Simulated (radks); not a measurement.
Species: the copper ion Cu+. Configuration: [Ar] 3d10 (the NIST ground configuration). All-electron calculation, Dirac Kohn-Sham, BLYP, spin-unpolarised, spherical densities, finite nucleus; Fermi nuclear charge, rms radius 3.8823 fm. Program: a radial shooting solver on a logarithmic mesh with Libxc functionals.

Normalised radial functions P(r) = r R(r) (large component), r in bohr:

| r | 2p3/2 | 3s1/2 | 3d5/2 |
|---|---|---|---|
| 0.001952 | 0.0027 | 0.0721 | 0.0000 |
| 0.002501 | 0.0045 | 0.0904 | 0.0000 |
| 0.003205 | 0.0072 | 0.1128 | 0.0000 |
| 0.004107 | 0.0117 | 0.1399 | 0.0000 |
| 0.005263 | 0.0188 | 0.1720 | 0.0000 |
| 0.006744 | 0.0302 | 0.2094 | 0.0001 |
| 0.008573 | 0.0474 | 0.2501 | 0.0001 |
| 0.01099 | 0.0750 | 0.2950 | 0.0003 |
| 0.01408 | 0.1174 | 0.3398 | 0.0006 |
| 0.01804 | 0.1818 | 0.3785 | 0.0012 |
| 0.02312 | 0.2771 | 0.4021 | 0.0025 |
| 0.02939 | 0.4090 | 0.3988 | 0.0048 |
| 0.03766 | 0.5970 | 0.3534 | 0.0094 |
| 0.04826 | 0.8449 | 0.2498 | 0.0179 |
| 0.06185 | 1.1505 | 0.0784 | 0.0335 |
| 0.07925 | 1.4925 | -0.1546 | 0.0608 |
| 0.1016 | 1.8232 | -0.4147 | 0.1064 |
| 0.1291 | 2.0607 | -0.6259 | 0.1756 |
| 0.1654 | 2.1348 | -0.7052 | 0.2803 |
| 0.212 | 1.9721 | -0.5498 | 0.4214 |
| 0.2717 | 1.5813 | -0.1301 | 0.5906 |
| 0.3482 | 1.0645 | 0.4621 | 0.7642 |
| 0.4461 | 0.5780 | 1.0173 | 0.9048 |
| 0.5672 | 0.2488 | 1.3035 | 0.9719 |
| 0.7268 | 0.0755 | 1.2414 | 0.9486 |
| 0.9314 | 0.0153 | 0.9130 | 0.8438 |
| 1.193 | 0.0019 | 0.5221 | 0.6916 |
| 1.529 | 0.0001 | 0.2277 | 0.5256 |
| 1.96 | 0.0000 | 0.0725 | 0.3689 |
| 2.491 | 0.0000 | 0.0167 | 0.2390 |
| 3.193 | 0.0000 | 0.0023 | 0.1347 |
| 4.091 | 0.0000 | 0.0002 | 0.0637 |

2p3/2: eigenvalue -918.86 eV, 0 radial nodes, <r> = 0.207 bohr, 90 % of the charge inside 0.339 bohr. 3s1/2: eigenvalue -123.18 eV, 2 radial nodes at r = 0.0677, 0.288 bohr, <r> = 0.712 bohr, 90 % of the charge inside 1.07 bohr. 3d5/2: eigenvalue -13.612 eV, 0 radial nodes, <r> = 1.02 bohr, 90 % of the charge inside 1.85 bohr.
